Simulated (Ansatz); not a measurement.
`C[Si@H](O)[Si@@H](O)Cl`. The species carries charge 0 and has multiplicity 1. The structure was optimised at the PBE0-D4/def2-TZVP level. It is one conformer, not always the lowest.

```xyz
13

C    -1.859   -0.277    0.590
Si   -0.340   -0.389   -0.488
O     0.177   -1.945   -0.711
Si    1.463    0.770    0.466
O     2.799    0.854   -0.481
Cl    0.697    2.669    0.812
H    -2.708   -0.788    0.128
H    -1.682   -0.725    1.570
H    -2.135    0.771    0.737
H    -0.645    0.250   -1.807
H    -0.398   -2.549   -1.184
H     1.948    0.263    1.769
H     2.683    1.096   -1.401
```

(1) What is the dipole moment at ωB97M-V/def2-TZVPP? (Estimate.)

(2) And with PBE, r2SCAN, B3LYP? (An estimate is asked.)

(3) Give the Mulliken charges with ωB97M-V, PBE, r2SCAN in def2-TZVPP. (Estimate.)

Results:

(1) Computed: 3.02 D, with components (-2.00, -1.58, -1.63) D in this frame, pointing from negative to positive charge.

(2) Computed: PBE 2.87 D, r2SCAN 2.97 D, B3LYP 2.99 D.

(3) Computed: 
```
atom  ωB97M-V    PBE  r2SCAN
  C1    -0.44  -0.37   -0.31
 Si2     0.36   0.32    0.41
  O3    -0.38  -0.35   -0.42
 Si4     0.44   0.45    0.55
  O5    -0.36  -0.33   -0.40
 Cl6    -0.24  -0.24   -0.28
  H7     0.11   0.10    0.07
  H8     0.13   0.11    0.08
  H9     0.13   0.11    0.09
 H10    -0.06  -0.10   -0.12
 H11     0.17   0.18    0.19
 H12    -0.03  -0.07   -0.08
 H13     0.18   0.19    0.20
```

B3LYP here is the variant with VWN-RPA as its local correlation; programs differ in this.
